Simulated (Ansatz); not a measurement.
One change: `[NH2][Hf]([F])([Cl])[Br]` becomes `[NH2][Hf]([NH2])([F])[Cl]`.

Ansatz, PBE0-D4/def2-TZVP geometries, multiplicity 1. Each molecule was computed in one conformer, which needn't be the lowest.

Elements past krypton have def2 core potentials. Scalar relativity is left out up to krypton.

```json
{"property": "size of the dipole moment (ωB97M-V/def2-TZVPP) / D", "`[NH2][Hf]([F])([Cl])[Br]`": "2.75"}
{"property": "HOMO–LUMO gap (ωB97M-V/def2-TZVPP) / eV", "`[NH2][Hf]([F])([Cl])[Br]`": "11.17"}
{"property": "ideal-gas entropy at 298 K and 1 bar (rigid rotor, harmonic PBE0-D4/def2-TZVP) / J/(mol·K)", "`[NH2][Hf]([F])([Cl])[Br]`": "404"}
{"property": "LUMO energy (PBE/def2-TZVPP) / eV", "`[NH2][Hf]([F])([Cl])[Br]`": "-2.22"}
{"property": "HOMO energy (B3LYP/def2-TZVPP) / eV", "`[NH2][Hf]([F])([Cl])[Br]`": "-7.95"}
{"property": "HOMO–LUMO gap (B3LYP/def2-TZVPP) / eV", "`[NH2][Hf]([F])([Cl])[Br]`": "6.37"}
```

Problem. What does the change do to each property? (Best estimate.)

Solution. The calculation gave: 
| property | `[NH2][Hf]([NH2])([F])[Cl]` | shift |
| --- | --- | --- |
| size of the dipole moment (ωB97M-V/def2-TZVPP) / D | 2.98 | 0.23 |
| HOMO–LUMO gap (ωB97M-V/def2-TZVPP) / eV | 10.94 | -0.23 |
| ideal-gas entropy at 298 K and 1 bar (rigid rotor, harmonic PBE0-D4/def2-TZVP) / J/(mol·K) | 395 | -9 |
| LUMO energy (PBE/def2-TZVPP) / eV | -1.31 | 0.91 |
| HOMO energy (B3LYP/def2-TZVPP) / eV | -7.41 | 0.54 |
| HOMO–LUMO gap (B3LYP/def2-TZVPP) / eV | 6.75 | 0.38 |

With PBE0 the HOMO rises by 0.54 eV and the LUMO rises by 0.95 eV, so the gap widens by about 0.41 eV. PBE moves the HOMO by 0.60 eV and ωB97M-V by 0.43 eV. The zero-point energy changes by 62.3 kJ/mol with +6 modes. Dipoles are sizes alone; their direction can turn.

B3LYP here is the variant with VWN-RPA as its local correlation; programs differ in this.

Spin–orbit coupling is left out; it splits and shifts lone-pair levels of the heavy atoms by tenths of an eV.
